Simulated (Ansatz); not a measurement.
`[CH3][Al]([OH])[Br]` + NH₃ → `[CH3][Al]([NH2])[Br]` + H₂O at 500 K and 1 bar (ligand exchange at the Al–O bond).

Isolated molecules relaxed with PBE0-D4/def2-TZVP in Ansatz; ΔE leaves out vibrations. CBS: MP2 limit from def2 TZ/QZ plus the TZ coupled-cluster correction, frozen cores. This one scheme is used for every species. For Br outer-core shells are correlated without core-valence functions, which leaves a few kJ/mol of doubt a bond. Scalar relativity is left out up to krypton. Each species was taken in one conformer, which may not be the lowest.

| species | CCSD(T)/CBS energy (Eh) | H − E (kJ/mol) | S (J/(mol·K)) |
| --- | --- | --- | --- |
| `[CH3][Al]([OH])[Br]` | -2931.11374 | 175.4 | 407.1 |
| NH₃ | -56.50880 | 108.2 | 211.8 |
| `[CH3][Al]([NH2])[Br]` | -2911.22635 | 209.3 | 415.6 |
| H₂O | -76.37941 | 73.2 | 206.3 |

H − E and S are ideal-gas, rigid-rotor, harmonic terms from PBE0-D4/def2-TZVP, for one conformer and one mirror image of each species. 1 Eh = 2625.50 kJ/mol, R = 8.31446 J/(mol·K).

By hand: ΔE, ΔH, ΔS and ΔG.

ΔE = (-2911.22635) + (-76.37941) − (-2931.11374) − (-56.50880) = 0.01678 Eh = 44.1 kJ/mol. Δ(H − E) = 209.3 + 73.2 − 175.4 − 108.2 = -1.1, so ΔH = 43.0 kJ/mol. ΔS = 415.6 + 206.3 − 407.1 − 211.8 = 3.0 J/(mol·K). ΔG = 43.0 − 500 × (3.0)/1000 = 41.5 kJ/mol.

By hand: the equilibrium constant, and the temperature at which ΔG would vanish if ΔH and ΔS stayed fixed.

log₁₀ K = −ΔG/(RT ln 10) = -4.3. ΔG = 0 at ΔH/ΔS = 14333 K, far beyond where these terms or the molecules hold.

The number of gas molecules stays the same, so ΔS is small and ΔH decides. A doubt of 5 kJ/mol in ΔE shifts log₁₀ K by 0.5 here. Other conformers and mirror images would add mixing entropy, several J/(mol·K) or more a flexible species. Modes under 60 cm⁻¹, often nearly free rotors, make the harmonic entropy too high. These are equilibria of isolated gas molecules and say nothing of rates. Largest T1 diagnostic: 0.009 (customary marks: 0.02 for closed shells, 0.045 for open ones).
